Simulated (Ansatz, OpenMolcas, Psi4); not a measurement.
## SiF3 (trifluorosilyl): the energy, rung by rung

The species is SiF3 (4 atoms), meant as a doublet with charge 0. SMILES: `F[Si](F)F`. The shape is that of a PBE0-D4/def2-TZVP optimisation.

```xyz
4

F     0.7849   -0.5070    1.1517
Si   -0.2828    0.2131    0.2343
F    -0.9943   -0.8922   -0.6443
F     0.4922    1.1862   -0.7416
```

Quantity: the energy change with the F1–Si2 bond stretched from 1.581 to 1.818 Å, in eV. The values are calculated.

| level | kind | program | value (eV) |
| --- | --- | --- | --- |
| U-revPBE/aug-cc-pVDZ | GGA | Psi4 | 0.16 |
| UM06-L/aug-cc-pVDZ | meta-GGA | OpenMolcas | 0.36 |
| UM06-2X/aug-cc-pVDZ | hybrid meta-GGA | OpenMolcas | 0.42 |
| U-wB97M-V/aug-cc-pVDZ | range-separated hybrid | Psi4 | 0.33 |
| UB2PLYP/aug-cc-pVDZ (density fitting for correlation) | double hybrid | Psi4 | 0.33 |
| UDSD-PBEP86/aug-cc-pVDZ (density fitting for correlation) | double hybrid | Psi4 | 0.36 |
| UPBE-QIDH/aug-cc-pVDZ | double hybrid | Ansatz | 0.44 |
| UOMP2/aug-cc-pVDZ (density fitting for correlation) | perturbation theory | Psi4 | 0.28 |

The first shape isn't each level's own minimum. The values span 0.16 to 0.44 eV.
